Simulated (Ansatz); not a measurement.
Isolated molecules relaxed with PBE0-D4/def2-TZVP in Ansatz; ΔE leaves out vibrations. CCSD(T)/CBS adds triple-zeta CCSD(T) − MP2 to the extrapolated MP2 energy (def2 sets, frozen cores). This one scheme is used for every species, atoms too. DFT in def2-TZVPP. Open shells (•) are unrestricted, without spin–orbit coupling. Spin–orbit coupling would lower the free atoms: a little for C, F, Si; clearly for Ge. For Ge outer-core shells are correlated without core-valence functions, so the limit isn't a true one: a few kJ/mol of doubt a bond, and 10 to 20 or more in all where bonds break to atoms. Scalar relativity is left out up to krypton.

`[CH3][Ge]([F])([F])[SiH3]` → C• + 2 F• + Ge• + 6 H• + Si•  (atomization)

CCSD(T)/CBS gives +902.8 kcal/mol.

Problem. Another level gave +893.1 kcal/mol. Which?
A. SCS-MP2/def2-TZVPP
B. HF/def2-TZVPP
C. MP2/def2-TZVPP
D. ωB97X-V/def2-TZVPP

Solution. C. MP2/def2-TZVPP 893.1, HF/def2-TZVPP 669.7, SCS-MP2/def2-TZVPP 889.6, ωB97X-V 904.7 kcal/mol.

Largest T1 diagnostic among the species: 0.012.

In def2-TZVPP, CCSD(T) changes the Hartree–Fock value by +212.5 kcal/mol (the triples alone add +11.4 kcal/mol) and MP2 by +223.5 kcal/mol; breaking electron pairs costs correlation energy, which Hartree–Fock lacks. From PBE to PBE0 (25 % exact exchange), in def2-TZVPP and without D4, ΔE moves by −12.7 kcal/mol: exact exchange takes away binding that semilocal exchange gives to molecules.

For atomizations the MP2-based limit and the directly extrapolated one differ by several kJ/mol either way, and by 10 to 25 for some Ge, Se and Sn compounds, so smaller differences from it don't rank the levels.
